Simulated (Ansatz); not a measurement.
AlBH8Si2, relaxed with RKS PBE-D4/def2-SVP in Ansatz 0.2.0 from a rough embedded geometry. The force threshold is 0.03 eV/Å; the program also tests the step.

Total charge 0; spin multiplicity 1. The bonds changed during the relaxation, so this is another structure than the one it started from.

Start:

```xyz
12

Al    0.709    0.533   -2.215
B     1.451    0.038   -0.427
Si    0.392    0.406    1.152
Si   -1.495   -0.799    1.082
H    -0.762    1.217   -2.380
H     1.561    0.268   -3.612
H     2.532   -0.489   -0.330
H     1.180   -0.099    2.354
H     0.186    1.835    1.267
H    -1.220   -2.164    0.962
H    -2.294   -0.446    2.270
H    -2.240   -0.301   -0.122
```

```json
{"step": "1", "energy (eV)": "-23134.9011", "largest force (eV/Å)": "2.132", "largest move (Å)": "0.000"}
{"step": "2", "energy (eV)": "-23135.4484", "largest force (eV/Å)": "0.704", "largest move (Å)": "0.195"}
{"step": "3", "energy (eV)": "-23135.5439", "largest force (eV/Å)": "0.268", "largest move (Å)": "0.200"}
{"step": "4", "energy (eV)": "-23135.5834", "largest force (eV/Å)": "0.254", "largest move (Å)": "0.195"}
{"step": "5", "energy (eV)": "-23135.6222", "largest force (eV/Å)": "0.339", "largest move (Å)": "0.198"}
{"step": "6", "energy (eV)": "-23135.6626", "largest force (eV/Å)": "0.474", "largest move (Å)": "0.195"}
{"step": "7", "energy (eV)": "-23135.7149", "largest force (eV/Å)": "0.248", "largest move (Å)": "0.200"}
{"step": "8", "energy (eV)": "-23135.7406", "largest force (eV/Å)": "0.198", "largest move (Å)": "0.196"}
{"step": "9", "energy (eV)": "-23135.7589", "largest force (eV/Å)": "0.116", "largest move (Å)": "0.200"}
{"step": "10", "energy (eV)": "-23135.7657", "largest force (eV/Å)": "0.118", "largest move (Å)": "0.078"}
{"step": "11", "energy (eV)": "-23135.7752", "largest force (eV/Å)": "0.077", "largest move (Å)": "0.200"}
{"step": "13", "energy (eV)": "-23135.7863", "largest force (eV/Å)": "0.168", "largest move (Å)": "0.041"}
{"step": "15", "energy (eV)": "-23135.8234", "largest force (eV/Å)": "0.176", "largest move (Å)": "0.195"}
{"step": "17", "energy (eV)": "-23135.8488", "largest force (eV/Å)": "0.482", "largest move (Å)": "0.193"}
{"step": "19", "energy (eV)": "-23135.9122", "largest force (eV/Å)": "0.282", "largest move (Å)": "0.194"}
{"step": "21", "energy (eV)": "-23135.9568", "largest force (eV/Å)": "0.209", "largest move (Å)": "0.096"}
{"step": "23", "energy (eV)": "-23135.9954", "largest force (eV/Å)": "0.268", "largest move (Å)": "0.150"}
{"step": "25", "energy (eV)": "-23136.0164", "largest force (eV/Å)": "0.114", "largest move (Å)": "0.100"}
{"step": "27", "energy (eV)": "-23136.0289", "largest force (eV/Å)": "0.224", "largest move (Å)": "0.181"}
{"step": "29", "energy (eV)": "-23136.0475", "largest force (eV/Å)": "0.180", "largest move (Å)": "0.194"}
{"step": "31", "energy (eV)": "-23136.0692", "largest force (eV/Å)": "0.334", "largest move (Å)": "0.195"}
{"step": "33", "energy (eV)": "-23136.1427", "largest force (eV/Å)": "0.440", "largest move (Å)": "0.195"}
{"step": "35", "energy (eV)": "-23136.3131", "largest force (eV/Å)": "0.598", "largest move (Å)": "0.195"}
{"step": "37", "energy (eV)": "-23136.5266", "largest force (eV/Å)": "0.566", "largest move (Å)": "0.195"}
{"step": "39", "energy (eV)": "-23136.6098", "largest force (eV/Å)": "0.688", "largest move (Å)": "0.200"}
{"step": "41", "energy (eV)": "-23136.6602", "largest force (eV/Å)": "0.062", "largest move (Å)": "0.044"}
{"step": "42", "energy (eV)": "-23136.6620", "largest force (eV/Å)": "0.022", "largest move (Å)": "0.030"}
```

End:

```xyz
12

Al    0.172    0.525   -1.317
B     0.754   -0.616    0.566
Si    1.015    1.073    1.339
Si   -1.101   -1.247    0.199
H    -0.582    1.936   -1.404
H     0.797   -0.224   -2.579
H     1.714   -1.302    0.273
H     2.343    1.763    1.501
H    -0.096    2.027    1.693
H    -1.292   -2.669   -0.242
H    -2.217   -0.798    1.099
H    -1.508   -0.468   -1.128
```

Run time 44 s (4 threads of an Arm Neoverse V2 on a shared host); peak host memory 0.16 GiB.
